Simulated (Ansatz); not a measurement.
[(OH)2Al]2O (Al2O5H4), relaxed as a singlet with RKS PBE0-D4/def2-SVP in Ansatz, starting from the GFN2-xTB geometry. Force threshold 0.02 eV/Å.

Start:

Cartesian coordinates in Å:
```
Al 0.5439 0.4945 1.4267
O 2.1339 0.8468 1.7457
O -0.6181 0.6503 2.5927
O 0.0318 -0.0319 -0.0760
Al -0.6291 -0.5446 -1.5355
O -0.3133 -2.0505 -2.1369
O -1.5928 0.4323 -2.4543
H 2.9655 0.8535 1.2927
H -0.6607 0.9148 3.5009
H 0.1478 -2.8479 -1.9173
H -2.0088 1.2826 -2.4389
```

**Question.** Estimate the energy that the relaxation releases and the steps that it takes.

**Answer.** 16.9 kJ/mol, in 7 steps; 11 s on 4 threads of Arm Neoverse V2 on a shared host. No frequencies were taken in this run, so the end may be a saddle point.

**Question.** Does the start keep its bonding?

**Answer.** By distances, no bond broke or formed. The bond that changes most is Al5–O7, from 1.65 to 1.69 Å (atoms count from 1).

**Question.** Predict the relaxed structure.

**Answer.** 
Cartesian coordinates in Å:
```
Al 0.5225 0.4856 1.3948
O 2.0943 0.9594 1.8252
O -0.6852 0.5399 2.5834
O 0.1130 -0.0334 -0.1560
Al -0.6284 -0.5649 -1.5817
O -0.4293 -2.1411 -2.1703
O -1.5890 0.4447 -2.5446
H 2.8449 0.9641 1.2306
H -0.5133 0.8191 3.4838
H 0.0889 -2.8206 -1.7397
H -1.8184 1.3474 -2.3254
```
Bond lengths (bridged metal pairs left out): 6 × Al–O 1.69 to 1.70 Å; 4 × H–O 0.96 Å.
